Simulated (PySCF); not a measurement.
Method: M06-2X/def2-TZVP // B3LYP-D3(BJ)/def2-TZVP (PySCF). Isolated molecules, 0 K electronic values unless said otherwise. One relaxed conformer stands for a flexible species; it need not be the lowest. Delta-SCF ions had no search for a lower state. 

Reference species (SMILES): `BCBO` (neutral, multiplicity 1).

```
Quantity                                   Value
--------------------------------------  --------
vertical ionisation energy (Delta-SCF)  11.20 eV
HOMO                                    -9.97 eV
```

Changed species: `CBBO` (C–B–B–O torsion -95°, B–B–O–H torsion 0°).

What does the change do to the vertical ionisation energy (Delta-SCF) and HOMO?

the vertical ionisation energy (Delta-SCF) drops by 1.18 eV, to 10.02 eV; the HOMO rises by 1.20 eV, to -8.77 eV.
